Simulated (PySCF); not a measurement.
H₃S (SMILES [SH3+]), charge +1, singlet, at a GFN2-xTB geometry; CCSD/cc-pVDZ in PySCF.

The PySCF input:
```python
from pyscf import gto, scf, cc

mol = gto.M(
    atom='''
S 
H  1 1.355193
H  1 1.355193 2 93.723638
H  1 1.355193 3 93.723638 2 93.982666
''',
    basis='cc-pvdz',
    charge=1,
    verbose=4,
)

mf = scf.RHF(mol)
mf.kernel()

mycc = cc.CCSD(mf)
mycc.kernel()
print('E(CCSD) = %.10f' % mycc.e_tot)
```

**Question.** Write the output that PySCF gives for this input, abridged.

**Answer.** 
```
PySCF version 2.14.0

[INPUT] verbose = 4
[INPUT] num. atoms = 4
[INPUT] num. electrons = 18
[INPUT] charge = 1
[INPUT] spin (= nelec alpha-beta = 2S) = 0
[INPUT] symmetry False subgroup None
[INPUT] Mole.unit = angstrom
[INPUT] Symbol           X                Y                Z      unit          X                Y                Z       unit  Magmom
[INPUT]  1 S      0.000000000000   0.000000000000   0.000000000000 AA    0.000000000000   0.000000000000   0.000000000000 Bohr   0.0
[INPUT]  2 H      1.355193000000   0.000000000000   0.000000000000 AA    2.560943615928   0.000000000000   0.000000000000 Bohr   0.0
[INPUT]  3 H     -0.088011659265   0.000000000000   1.352332065390 AA   -0.166317931780   0.000000000000   2.555537233055 Bohr   0.0
[INPUT]  4 H     -0.088011664913  -1.349066330056  -0.093925774940 AA   -0.166317942453  -2.549365887677  -0.177493990674 Bohr   0.0

nuclear repulsion = 19.5457720577658
number of shells = 14
number of NR pGTOs = 62
number of NR cGTOs = 33
basis = cc-pvdz
ecp = {}

******** <class 'pyscf.scf.hf.RHF'> ********
method = RHF
initial guess = minao
damping factor = 0
level_shift factor = 0
DIIS = <class 'pyscf.scf.diis.CDIIS'>
diis_start_cycle = 1
diis_space = 8
diis_damp = 0
SCF conv_tol = 1e-09
SCF conv_tol_grad = None
SCF max_cycles = 50
direct_scf = True
direct_scf_tol = 1e-13
Set gradient conv threshold to 3.16228e-05
Initial guess from minao.
init E= -399.191128594936
  HOMO = -0.434247170994111  LUMO = 0.0912184996073972  gap/eV = 14.29865
cycle= 1 E= -398.930823980057  delta_E= 0.26  |g|= 0.312  |ddm|= 1.39
  HOMO = -0.822253353795462  LUMO = -0.142120798665336  gap/eV = 18.50735
cycle= 2 E= -398.970419269658  delta_E= -0.0396  |g|= 0.0739  |ddm|= 0.382
  HOMO = -0.785938201301094  LUMO = -0.106353552922486  gap/eV = 18.49244
cycle= 3 E= -398.972519296102  delta_E= -0.0021  |g|= 0.0207  |ddm|= 0.0685
  HOMO = -0.789415929833018  LUMO = -0.104804035633383  gap/eV = 18.62924
cycle= 4 E= -398.972786938048  delta_E= -0.000268  |g|= 0.00419  |ddm|= 0.0259
  HOMO = -0.789002401132044  LUMO = -0.104374325865225  gap/eV = 18.62968
cycle= 5 E= -398.972799897862  delta_E= -1.3e-05  |g|= 0.00094  |ddm|= 0.00639
  HOMO = -0.789439025413497  LUMO = -0.104515092682959  gap/eV = 18.63773
cycle= 6 E= -398.972800359618  delta_E= -4.62e-07  |g|= 0.000126  |ddm|= 0.00161
  HOMO = -0.78943281397718  LUMO = -0.1045038679406  gap/eV = 18.63787
cycle= 7 E= -398.972800370289  delta_E= -1.07e-08  |g|= 1.76e-05  |ddm|= 0.000273
  HOMO = -0.789436758703639  LUMO = -0.104504673357452  gap/eV = 18.63795
cycle= 8 E= -398.97280037053  delta_E= -2.41e-10  |g|= 2.61e-06  |ddm|= 3.77e-05
  HOMO = -0.789436136327698  LUMO = -0.104504209282081  gap/eV = 18.63795
Extra cycle  E= -398.972800370535  delta_E= -4.83e-12  |g|= 8.61e-07  |ddm|= 4.99e-06
converged SCF energy = -398.972800370535

******** <class 'pyscf.cc.ccsd.CCSD'> ********
CC2 = 0
CCSD nocc = 9, nmo = 33
max_cycle = 50
direct = 0
conv_tol = 1e-07
conv_tol_normt = 1e-05
diis_space = 6
diis_start_cycle = 0
diis_start_energy_diff = 1e+09
Init t2, MP2 energy = -399.127331583805  E_corr(MP2) -0.154531213270773
Init E_corr(CCSD) = -0.154531213271194
cycle = 1  E_corr(CCSD) = -0.173310609163166  dE = -0.0187793959  norm(t1,t2) = 0.0356506
cycle = 2  E_corr(CCSD) = -0.17792211678653  dE = -0.00461150762  norm(t1,t2) = 0.0125356
cycle = 3  E_corr(CCSD) = -0.180133562343684  dE = -0.00221144556  norm(t1,t2) = 0.00520686
cycle = 4  E_corr(CCSD) = -0.180120638867251  dE = 1.29234764e-05  norm(t1,t2) = 0.000795616
cycle = 5  E_corr(CCSD) = -0.180097328251747  dE = 2.33106155e-05  norm(t1,t2) = 0.000223636
cycle = 6  E_corr(CCSD) = -0.180103869376189  dE = -6.54112444e-06  norm(t1,t2) = 7.08094e-05
cycle = 7  E_corr(CCSD) = -0.180103133495162  dE = 7.35881027e-07  norm(t1,t2) = 1.27608e-05
cycle = 8  E_corr(CCSD) = -0.180103005639669  dE = 1.27855493e-07  norm(t1,t2) = 2.4874e-06
cycle = 9  E_corr(CCSD) = -0.180103031550135  dE = -2.59104658e-08  norm(t1,t2) = 6.46241e-07
CCSD converged
E(CCSD) = -399.1529034020846  E_corr = -0.1801030315501351
E(CCSD) = -399.1529034021
```
